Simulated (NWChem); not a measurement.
System: Si$_{2}$H$_{5}$OF; SMILES O[Si@H](F)[SiH3]

NWChem input:

```
start job
memory heap 200 mb stack 900 mb global 1100 mb
geometry units angstroms noautosym nocenter noautoz
  O     -1.396912    -1.104749     0.362934
  Si     0.012660    -0.559266    -0.309712
  F      1.284923    -1.268842     0.421509
  Si     0.100868     1.741526     0.090512
  H     -1.647537    -2.020875     0.207082
  H      0.114405    -0.955663    -1.745896
  H     -1.033787     2.419120    -0.607822
  H      1.387645     2.294974    -0.431070
  H      0.010825     2.006472     1.557612
end
basis spherical
  * library pcsseg-1
end
dft
  xc slater vwn_5
  iterations 150
end
property
  shielding
  efieldgrad
end
task dft property
```

Output (shortened):

```
             Northwest Computational Chemistry Package (NWChem) 7.3.0
             --------------------------------------------------------

                             Geometry "geometry" -> ""
                             -------------------------

 Output coordinates in angstroms (scale by  1.889725989 to convert to a.u.)

  No.       Tag          Charge          X              Y              Z
 ---- ---------------- ---------- -------------- -------------- --------------
    1 O                    8.0000    -1.39691200    -1.10474900     0.36293400
    2 Si                  14.0000     0.01266000    -0.55926600    -0.30971200
    3 F                    9.0000     1.28492300    -1.26884200     0.42150900
    4 Si                  14.0000     0.10086800     1.74152600     0.09051200
    5 H                    1.0000    -1.64753700    -2.02087500     0.20708200
    6 H                    1.0000     0.11440500    -0.95566300    -1.74589600
    7 H                    1.0000    -1.03378700     2.41912000    -0.60782200
    8 H                    1.0000     1.38764500     2.29497400    -0.43107000
    9 H                    1.0000     0.01082500     2.00647200     1.55761200

 Effective nuclear repulsion energy (a.u.)     226.3252846509

                              NWChem Property Module
                              ----------------------

  itol2e modified to match energy
  convergence criterion.

                                 NWChem DFT Module
                                 -----------------

 Summary of "ao basis" -> "ao basis" (spherical)
 ------------------------------------------------------------------------------
       Tag                 Description            Shells   Functions and Types
 ---------------- ------------------------------  ------  ---------------------
 O                          pcsseg-1                 7       17   3s3p1d
 Si                         pcsseg-1                10       24   4s5p1d
 F                          pcsseg-1                 7       17   3s3p1d
 H                          pcsseg-1                 3        5   2s1p

  itol2e modified to match energy
  convergence criterion.

[...]

          -----------------------------------------
          Chemical Shielding Tensors (GIAO, in ppm)
          -----------------------------------------

                                NWChem CPHF Module
                                ------------------

  scftype          =     RHF
  nclosed          =       25
  nopen            =        0
  variables        =     2050
  # of vectors     =        3
  tolerance        = 0.10D-03
  level shift      = 0.00D+00
  max iterations   =       50
  max subspace     =       30

 SCF residual:    4.3888393484064644E-005

Iterative solution of linear equations
  No. of variables     2050
  No. of equations        3
  Maximum subspace       30
        Iterations       50
       Convergence  1.0D-04

   iter   nsub   residual    time
   ----  ------  --------  ---------
     1      3    1.32D-05      49.1

      Atom:    1  O
        Diamagnetic
    396.7927     13.8374     -9.1779
     13.8374    396.0120     -2.6442
     -9.1779     -2.6442    378.4047

        Paramagnetic
   -119.7737    -34.5886     29.8636
    -34.5886   -175.6159    -47.6173
     29.8636    -47.6173   -125.4598

        Total Shielding Tensor
    277.0191    -20.7512     20.6857
    -20.7512    220.3960    -50.2615
     20.6857    -50.2615    252.9449

           isotropic =     250.1200
          anisotropy =      94.2081

          Principal Components and Axis System
                 1           2           3
              312.9254    253.8437    183.5909

      1         0.6291      0.7755      0.0539
      2        -0.4752      0.3288      0.8161
      3         0.6152     -0.5390      0.5754

      Atom:    2  Si
        Diamagnetic
    882.8805     -0.2603      0.4969
     -0.2603    882.5403     -0.9802
      0.4969     -0.9802    876.5702

        Paramagnetic
   -580.7946     -4.9935      5.3092
     -4.9935   -551.7360     12.1804
      5.3092     12.1804   -611.4199

        Total Shielding Tensor
    302.0860     -5.2538      5.8061
     -5.2538    330.8043     11.2002
      5.8061     11.2002    265.1503

           isotropic =     299.3468
          anisotropy =      50.8532

          Principal Components and Axis System
                 1           2           3
              333.2490    302.5943    262.1973

      1        -0.1373      0.9769     -0.1640
      2         0.9792      0.1089     -0.1712
      3         0.1493      0.1840      0.9715

      Atom:    3  F
        Diamagnetic
    482.2137     -9.2709      9.3774
     -9.2709    470.5661     -6.3727
      9.3774     -6.3727    468.2422

        Paramagnetic
   -112.8493     25.4854    -49.5159
     25.4854   -213.0982    -55.9237
    -49.5159    -55.9237   -213.3176

        Total Shielding Tensor
    369.3644     16.2145    -40.1385
     16.2145    257.4680    -62.2964
    -40.1385    -62.2964    254.9246

           isotropic =     293.9190
          anisotropy =     147.4622

          Principal Components and Axis System
                 1           2           3
              392.2271    297.4632    192.0666

      1         0.8780     -0.4671      0.1044
      2         0.2838      0.6838      0.6722
      3        -0.3854     -0.5606      0.7329

      Atom:    4  Si
        Diamagnetic
    880.6402      0.2927      0.0672
      0.2927    886.8481      0.7313
      0.0672      0.7313    880.2706

        Paramagnetic
   -436.1060      0.0976      0.3554
      0.0976   -438.3030      2.5074
      0.3554      2.5074   -440.7624

[...]
```

Level: LDA (Slater exchange, VWN5)/pcSseg-1, GIAO. The geometry was optimised at PBE0/def2-SVP. NWChem prints the field gradient with the sign opposite to the second derivative of the potential. The printed shielding anisotropy is the first printed principal value minus the mean of the other two.
